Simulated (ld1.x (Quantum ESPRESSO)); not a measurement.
indium (In), TM: configuration errors across variants

indium, norm-conserving Troullier–Martins (Kleinman–Bylander form), made with ld1.x (Quantum ESPRESSO) 7.5 (PBE, scalar-relativistic). Core [Kr] 4d10, reference 5s2 5p0.5 (charge +0.5). Waves: 5s (bound): rc 1.75 bohr; 5p (bound): rc 2.00 bohr. Local part: all-electron potential smoothed inside 1.80 bohr (lloc = -1). Core correction: none.

All-electron excitation energies from the reference (eV): (1) 5s2 5p1 -1.940; (2) 5s2 5p0 3.423; (3) 5s1 5p0 22.657; (4) 5s1 5p2 3.901; (5) 5s1 5p1 10.016; (6) 5s2 5p1.3 -2.472; (7) 5s0 5p3 10.007.

A true bound ghost makes a file unfit for plane-wave use even where its test errors are small: the radial tests pick states by their node count and pass the ghost by.

Errors AE − PS in meV (a dash: test not solved or not reliable):

| change | (1) | (2) | (3) | (4) | (5) | (6) | (7) | bound ghosts |
| --- | --- | --- | --- | --- | --- | --- | --- | --- |
| base | +5.9 | +8.4 | +94 | +47 | +20 | +12 | +167 | s, d |
| all radii scaled by about 0.77 (s 1.34, p 1.54 bohr); local potential all-electron potential smoothed inside 1.38 bohr (lloc = -1) | +5.3 | +10 | +85 | +61 | +8.0 | +9.9 | +235 | s, p, d |
| all radii scaled by about 1.09 (s 1.90, p 2.18 bohr); local potential all-electron potential smoothed inside 1.96 bohr (lloc = -1) | +7.9 | +197 | +1290 | +45 | +404 | +15 | +149 | s, d |
| all radii scaled by about 1.17 (s 2.04, p 2.34 bohr); local potential all-electron potential smoothed inside 2.10 bohr (lloc = -1) | +6.4 | +10 | +135 | +45 | +21 | +13 | +149 | d |
| all radii scaled by about 1.29 (s 2.26, p 2.58 bohr); local potential all-electron potential smoothed inside 2.32 bohr (lloc = -1) | +6.2 | +9.6 | +113 | +45 | +19 | +12 | +147 | none |
| all radii scaled by about 1.35 (s 2.36, p 2.70 bohr); local potential all-electron potential smoothed inside 2.44 bohr (lloc = -1) | +6.2 | +9.6 | +111 | +44 | +18 | +12 | +145 | none |

Problem. Give the same row for: all radii scaled by about 0.84 (s 1.48, p 1.68 bohr); local potential all-electron potential smoothed inside 1.52 bohr (lloc = -1).

Solution. +9.6, +9.3, +88, +112, +364, +20, +708; bound ghosts: s, d.
